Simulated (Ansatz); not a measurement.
Relaxation of BF2H3Si (7 atoms, charge 0, multiplicity 1), to a largest force component of 0.015 eV/Å in at most 40 steps.

Computed with Ansatz 0.2.0, RKS PBE0-D4/def2-SVP.

```xyz
7
Properties=species:S:1:pos:R:3:forces:R:3
F 2.038 -0.637 0.780 -4.94 -0.90 -0.43
B 0.568 -0.773 0.559 3.28 -3.97 2.68
F -0.127 -1.938 1.070 2.57 3.38 -1.32
Si -0.365 0.573 -0.427 0.29 2.67 0.16
H -0.988 0.090 -1.606 -0.69 -0.67 -1.27
H 0.614 1.690 -0.786 -0.34 -0.46 0.06
H -1.389 1.194 0.456 -0.17 -0.05 0.11
```

Problem. Where does it end, and by what steps?

Solution. The run converged. After 6 steps the energy has fallen by 1.069 eV; F1 moved furthest, 0.18 Å.

```
step  energy less start (eV)  largest force component (eV/Å)  accepted
   0                  0.0000                           4.940       yes
   1                 -0.8099                           2.788       yes
   2                 -0.7967                           2.634        no
   3                 -1.0580                           0.425       yes
   4                 -1.0667                           0.120       yes
   5                 -1.0686                           0.019       yes
   6                 -1.0686                           0.004       yes
```

```xyz
7
Properties=species:S:1:pos:R:3
F 1.926 -0.765 0.844
B 0.633 -0.819 0.591
F -0.004 -1.888 1.030
Si -0.353 0.648 -0.417
H -1.014 0.065 -1.625
H 0.579 1.735 -0.840
H -1.416 1.224 0.464
```

Time of the run: 12 s on 1 CPU thread of a shared host.
